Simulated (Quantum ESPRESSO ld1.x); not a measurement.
The numbers below are computed, except where a source is named.
Problem. These are the eigenvalues of the occupied orbitals of an atom or ion with whole-number occupations (eV). Code: ld1.x of Quantum ESPRESSO 7.5. Model: Dirac Kohn-Sham, PBEsol, spin-unpolarised, spherical densities, point nucleus.

1s1/2: -18787.6
2s1/2: -2627.42
2p1/2: -2411.64
2p3/2: -2315.96
3s1/2: -437.994
3p1/2: -356.771
3p3/2: -341.266
3d3/2: -197.716
3d5/2: -194.828
4s1/2: -58.1905
4p1/2: -35.7947
4p3/2: -33.6893
5s1/2: -3.9865
4d3/2: -3.0761

Which element is it, and in what charge state? The configuration may be excited. Open shells, if any, fill j = l - 1/2 first.

Solution. Z = 41, niobium, charge 0: Nb in [Kr] 4d4 5s1. The list shows which subshells hold electrons but not how many an open one holds; the 1s level, -690.43 hartree, gives Z - s = 37.2 by -(Z - s)^2/2, which with screening and relativity narrows Z to a few neighbours, and the depths of the outer levels then fix element, charge and occupations together.
